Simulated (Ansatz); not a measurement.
Correlation energies of BrHMgO (`[OH][Mg][Br]`) by basis set

```xyz
4

O    -0.366    1.149    0.220
Mg    0.169   -0.477   -0.141
Br    0.896   -2.621   -0.679
H    -0.700    1.949    0.600
```

Charge 0, multiplicity 1. Correlated methods include outer-core shells of Br, Mg, which these sets cover unevenly. Scalar relativity is left out up to krypton. The structure was optimised at the PBE0-D4/def2-TZVP level. It is one conformer, not always the lowest. Frozen core, restricted reference, Ansatz 0.2.0.

| basis | HF (Eh) | MP2 corr. | CCSD corr. | (T) | CCSD(T) total |
| --- | --- | --- | --- | --- | --- |
| def2-SVP | -2847.15324 | -0.45453 | -0.46093 | -0.00866 | -2847.62283 |
| def2-TZVPP | -2847.63610 | -0.71341 | -0.72496 | -0.01941 | -2848.38047 |
| def2-QZVPP | -2847.69887 | -1.09388 | – | – | – |
